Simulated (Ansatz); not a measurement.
CaCl, SMILES [Cl][Ca], multiplicity 2.

The structure is a stationary point at PBE0-D3(BJ)/def2-TZVPD. The multiplicity is an assumed one; other spin states were not compared.

Two levels are set side by side: PBE/def2-TZVPD (Ansatz, a program for electronic structure) and CAM-B3LYP/def2-TZVPD (Ansatz). Energy differences of separate SCF runs at the same geometry; the states with an electron removed or added have multiplicity 1 and 1. Differences are taken from unrounded values.

```csv
quantity,CAM-B3LYP,PBE,PBE minus CAM-B3LYP
vertical ionisation energy (eV),6.15,6.00,-0.15
vertical electron affinity (eV),1.06,1.07,0.01
```
